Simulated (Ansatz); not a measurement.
H2IIn (SMILES [InH2][I]) moved off its minimum; all values from Ansatz (a quantum-chemistry and plane-wave program), cores frozen in correlated methods. Elements past Kr take the def2 small-core potentials, without spin–orbit coupling.
(charge 0, multiplicity 1)
```xyz
4

In    -0.7866    -1.1034     0.1172
H     -0.0628    -2.2303     1.3962
H     -2.1463    -1.2580    -0.8358
I      0.6348     1.2527    -0.1018
```

Problem. Give the forces (eV/Å), the total energy and the dipole at CCSD(T)/def2-TZVPPD.

Solution. 
| atom | Fx | Fy | Fz |
|---|---|---|---|
| In1 | 1.427 | -0.154 | 1.341 |
| H2 | -0.436 | 0.635 | -0.784 |
| H3 | -0.748 | -0.093 | -0.564 |
| I4 | -0.243 | -0.388 | 0.006 |
Energy -487.3204 hartree, dipole 2.55 D.
